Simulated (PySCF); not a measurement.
# Computed spin Hamiltonian

Species: C5H6F3O (doublet state).
Geometry (GFN2-xTB, Å), atoms numbered from 1 in this order:
```
atom  x, y, z in Å
C1     2.6967    0.1238   -1.1092
C2     1.7102   -0.6929   -1.2712
C3     0.3875   -1.0475   -0.7790
C4    -0.2169    0.0223    0.1442
F5     0.5031    0.1031    1.3133
O6    -1.5240   -0.3514    0.4555
C7    -2.2200    0.5328    1.2219
F8    -2.5052    1.6605    0.5211
F9    -3.3892   -0.0259    1.5360
H10    2.7245    0.9019   -0.3430
H11    3.5847    0.0794   -1.7221
H12    0.4326   -1.9866   -0.2216
H13   -0.3100   -1.1775   -1.6102
H14   -0.1745    1.0262   -0.3070
H15   -1.7040    0.8398    2.1495
```

The hyperfine couplings belong to this conformer and change with its torsions.

The species is `C=[C]C[C@H](F)OC(F)F` [radical].

Computed, not measured: PySCF, UKS B3LYP, pcH-1 on C F H O, non-relativistic, mean-field spin-orbit, GIAO. Isolated species at its GFN2-xTB geometry (one conformer only). A GFN2-xTB geometry isn't a minimum of the functional, and hyperfine couplings can be far from their values at a DFT geometry. The SCF solution wasn't tested for stability.

| Item | Value |
| --- | --- |
| g1, g2, g3 | 2.00159, 2.00213, 2.00291 |
| g_iso | 2.00221 |
| Form of g | rhombic: the two nearest values differ by 41 % of g3 − g1 |
| ⟨S²⟩ | 0.7586 (exact 0.7500) |
| α and β electrons | 36, 35 |
| HOMO–LUMO gap, α and β orbitals | 6.36, 5.39 eV |
| Basis functions | 285 |

Isotropic coupling and dipolar principal values T1 to T3, in 10⁻⁴ cm⁻¹; ρ(0) is the spin density at the nucleus (1 × 10⁻⁴ cm⁻¹ = 2.998 MHz):

| atom | isotope | a_iso | T1 | T2 | T3 | Mulliken spin population | ρ(0) (bohr⁻³) |
| --- | --- | --- | --- | --- | --- | --- | --- |
| C1 | 13C | -4.1 | -6.0 | 0.7 | 5.2 | -0.17 | -0.0110 |
| C2 | 13C | 94.7 | -27.4 | -20.5 | 47.9 | 1.00 | 0.2526 |
| C3 | 13C | 5.7 | -1.4 | -1.2 | 2.7 | -0.05 | 0.0153 |
| C4 | 13C | 28.8 | -2.1 | -1.9 | 4.0 | 0.05 | 0.0768 |
| F5 | 19F | 0.0 | -2.5 | -0.6 | 3.1 | 0.00 | 0.0000 |
| O6 | 17O | -4.3 | -0.6 | 0.3 | 0.3 | 0.00 | 0.0211 |
| C7 | 13C | 1.7 | -0.2 | -0.1 | 0.3 | 0.00 | 0.0046 |
| F8 | 19F | 0.0 | -0.3 | 0.0 | 0.4 | 0.00 | 0.0000 |
| F9 | 19F | 0.8 | -0.7 | -0.7 | 1.4 | 0.00 | 0.0006 |
| H10 | 1H | 62.5 | -1.6 | -0.6 | 2.2 | 0.09 | 0.0419 |
| H11 | 1H | 41.6 | -2.2 | -1.7 | 3.9 | 0.05 | 0.0279 |
| H12 | 1H | 3.9 | -2.2 | -1.5 | 3.7 | 0.00 | 0.0026 |
| H13 | 1H | 16.6 | -2.3 | -1.8 | 4.1 | 0.02 | 0.0111 |
| H14 | 1H | -1.4 | -1.4 | -0.6 | 2.0 | 0.00 | -0.0009 |
| H15 | 1H | -0.1 | -0.3 | -0.2 | 0.4 | 0.00 | -0.0001 |

The Mulliken spin populations are largest on C2 (+1.00), C1 (-0.17) and H10 (+0.09). C2 is the only atom above +0.15. The positive populations add up to 1.22 and the negative ones to -0.22, together 2S = 1.

Axes: g2 points within 14° of the C1–H10 bond.

Under fast tumbling the dipolar parts average out, and these isotropic splittings remain: 1 × 1H (H10, I = 1/2, 2 lines) with 6.68 mT, 1 × 1H (H11, I = 1/2, 2 lines) with 4.46 mT, 1 × 1H (H13, I = 1/2, 2 lines) with 1.78 mT, 1 × 1H (H12, I = 1/2, 2 lines) with 0.42 mT, 1 × 1H (H14, I = 1/2, 2 lines) with 0.15 mT and 1 × 19F (F9, I = 1/2, 2 lines) with 0.08 mT.

The 13C coupling of C2 (283.9 MHz) shows only in satellite lines or after enrichment, since that isotope makes up about 1.07 % of natural carbon.

The 17O coupling of O6 (-12.8 MHz) shows only in satellite lines or after enrichment, since that isotope makes up about 0.038 % of natural oxygen.

The spin density at the nucleus, in bohr⁻³, is negative for C1 (-0.0110), for instance. A restricted open-shell determinant has no negative spin density anywhere; here it arises because α and β orbitals differ (spin polarisation).
